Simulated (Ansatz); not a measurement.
AsBF3H3, relaxed with RKS PBE-D4/def2-SVP in Ansatz from a rough embedded geometry. The force threshold is 0.03 eV/Å; the program also tests the step.

The species carries charge 0 and has multiplicity 1. The bonds changed during the relaxation, so this is another structure than the one it started from.

Start:

```xyz
8

F    -1.653    1.177   -0.003
B    -0.265    0.840    0.339
F    -0.122    0.829    1.797
F     0.635    1.918   -0.276
As    0.290   -0.999   -0.364
H     0.061   -0.810   -1.926
H     1.772   -1.060    0.092
H    -0.718   -1.895    0.342
```

Q: How much energy does the relaxation release, and in how many steps? (An estimate is asked.)

A: Ansatz gave: 41.99 kcal/mol, in 9 steps, 1 of them rejected.

Q: Which bonds change most? (Best estimate.)

A: The calculation gave: B2–F4 from 1.532 to 1.329 Å; F1–B2 from 1.469 to 1.329 Å; B2–F3 from 1.465 to 1.329 Å; As5–H6 from 1.590 to 1.535 Å.

Q: Give the relaxed structure. (Best estimate.)

A: Ansatz gave: 
```xyz
8

F    -1.702    1.484    0.151
B    -0.466    1.592    0.626
F    -0.211    1.251    1.885
F     0.462    2.221   -0.088
As    0.318   -1.073   -0.419
H     0.288   -1.419   -1.914
H     1.710   -1.687   -0.221
H    -0.400   -2.370   -0.022
```
